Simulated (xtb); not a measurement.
C₂₄H₂₃F₃, SMILES CC(CC(CCc1ccc(F)cc1)c1ccc(F)cc1)c1ccc(F)cc1. All values are semi-empirical tight-binding results from xtb (GFN2-xTB unless named), good for trends rather than for accurate numbers. Geometry: GFN2-xTB. The values are those of a single conformer.

Optimised geometry:

```xyz
50

C     -2.3144     0.7106     3.4271
C     -1.9722     0.1391     2.0487
C     -2.8155     0.7962     0.9846
C     -3.7584     0.0551     0.2826
C     -4.5420     0.6366    -0.6982
C     -4.3729     1.9806    -0.9711
F     -5.1283     2.5588    -1.9303
C     -3.4488     2.7490    -0.2879
C     -2.6766     2.1481     0.6888
C     -0.4736     0.3001     1.7587
C     -0.0835    -0.2441     0.3781
C     -0.4629    -1.6981     0.2428
C      0.0653    -2.6610     1.0962
C     -0.2835    -3.9930     0.9727
C     -1.1713    -4.3587    -0.0222
F     -1.5206    -5.6575    -0.1464
C     -1.7093    -3.4293    -0.8916
C     -1.3462    -2.1016    -0.7511
C      1.4175    -0.0693     0.0980
C      1.8138     1.3905    -0.1548
C      3.2670     1.4740    -0.5233
C      3.6669     1.3552    -1.8489
C      5.0051     1.3921    -2.1954
C      5.9450     1.5466    -1.1935
F      7.2549     1.5861    -1.5217
C      5.5811     1.6644     0.1348
C      4.2374     1.6253     0.4596
H     -1.7486     0.1954     4.2000
H     -3.3746     0.5860     3.6344
H     -2.0787     1.7709     3.4765
H     -2.2048    -0.9311     2.0544
H     -3.8803    -0.9953     0.5031
H     -5.2739     0.0647    -1.2464
H     -3.3438     3.7966    -0.5226
H     -1.9559     2.7475     1.2238
H      0.0896    -0.2241     2.5328
H     -0.2095     1.3562     1.8150
H     -0.6377     0.3217    -0.3788
H      0.7595    -2.3735     1.8708
H      0.1214    -4.7442     1.6324
H     -2.3969    -3.7459    -1.6599
H     -1.7621    -1.3662    -1.4241
H      2.0003    -0.4595     0.9342
H      1.6777    -0.6567    -0.7860
H      1.6311     1.9846     0.7412
H      1.2012     1.7914    -0.9646
H      2.9216     1.2362    -2.6216
H      5.3241     1.3048    -3.2219
H      6.3406     1.7854     0.8909
H      3.9394     1.7185     1.4937
```

Problem. Estimate the properties. (Estimate from the structure and the level; the computed values follow.)

Solution. 
```json
{
  "orbital_gap": "4.30 eV",
  "dipole_moment": "3.13 D",
  "zero_point_energy": "250.0 kcal/mol",
  "G − E(el) at 298.15 K (modified RRHO)": "216.1 kcal/mol",
  "static polarisability (D4 model)": "263.7 bohr³",
  "solvation energy, GFN2-xTB/ALPB(water)": "-7.2 kcal/mol",
  "solvation energy, GFN2-xTB/ALPB(methanol)": "-18.0 kcal/mol"
}
```

Computed IR lines (harmonic; lines under 4 % of the strongest left out, lines within 3 cm⁻¹ merged):
ν (cm⁻¹): 705 (w), 730 (w), 814 (s), 819 (w), 843 (w), 851 (w), 1009 (w), 1016 (w), 1165 (m), 1170 (w), 1201 (m), 1205 (m), 1210 (w), 1241 (w), 1249 (m), 1261 (m), 1267 (w), 1487 (vs), 1493 (m), 1502 (w), 1591 (w), 1605 (m), 2934 (w), 2938 (w), 2967 (w), 2979 (m), 2989 (m), 2994 (m), 3001 (m), 3033 (m), 3037 (w), 3043 (w), 3082 (m), 3085 (w), 3090 (w), 3108 (m) (against the strongest line: vs over 80 %, s over 45 %, m over 15 %, w over 4 %, vw less)

Problem. Give the atomic charges and the Wiberg bond orders between heavy atoms. (Estimate from the structure and the level; the computed values follow.)

Solution. charges (e) C1 -0.10, C2 -0.02, C3 0.01, C4 -0.04, C5 -0.05, C6 0.17, F7 -0.23, C8 -0.05, C9 -0.03, C10 -0.06, C11 -0.02, C12 0.01, C13 -0.04, C14 -0.05, C15 0.17, F16 -0.23, C17 -0.05, C18 -0.04, C19 -0.06, C20 -0.06, C21 0.01, C22 -0.04, C23 -0.05, C24 0.17, F25 -0.23, C26 -0.05, C27 -0.04, H28 0.04, H29 0.04, H30 0.04, H31 0.04, H32 0.04, H33 0.06, H34 0.05, H35 0.04, H36 0.04, H37 0.04, H38 0.04, H39 0.04, H40 0.06, H41 0.06, H42 0.04, H43 0.04, H44 0.04, H45 0.04, H46 0.04, H47 0.04, H48 0.06, H49 0.06, H50 0.04. Bond orders C1–C2 0.99, C2–C3 1.00, C3–C4 1.41, C4–C5 1.44, C5–C6 1.40, C6–F7 0.95, C6–C8 1.39, C3–C9 1.41, C8–C9 1.45, C2–C10 0.99, C10–C11 0.99, C11–C12 1.00, C12–C13 1.41, C13–C14 1.45, C14–C15 1.39, C15–F16 0.96, C15–C17 1.40, C12–C18 1.41, C17–C18 1.44, C11–C19 0.98, C19–C20 0.99, C20–C21 1.01, C21–C22 1.41, C22–C23 1.45, C23–C24 1.40, C24–F25 0.95, C24–C26 1.40, C21–C27 1.41, C26–C27 1.45.
